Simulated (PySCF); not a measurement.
# Fine-structure interval of Ga²²⁺ by level of theory

Ga²²⁺ [He] 2s2 2p5 [2p1/2^2 2p3/2^3, M_J = 3/2] → Ga²²⁺ [He] 2s2 2p5 [2p1/2^1 2p3/2^4, M_J = 1/2], as a difference of total energies. Calculation: PySCF 2.14, in an even-tempered Gaussian basis (18 s from 6.1 bohr⁻², ratio 2.4; 12 p from 7.9 bohr⁻², ratio 2.4; 5 d from 33 bohr⁻², ratio 2.6; 5 f from 50 bohr⁻², ratio 2.6); the two-component X2C-1e Hamiltonian. Correlated levels: nothing frozen; the 36 highest virtual spinors dropped. "Screened" scales the spin-orbit matrix elements by Boettger's factors to mimic the two-electron term; Breit and QED terms are absent.

| method | fine-structure interval (cm⁻¹) |
| --- | --- |
| GHF (screened spin-orbit) | 234050 |
| GMP2 (screened spin-orbit) | 234860 |
| GHF (bare spin-orbit) | 250510 |
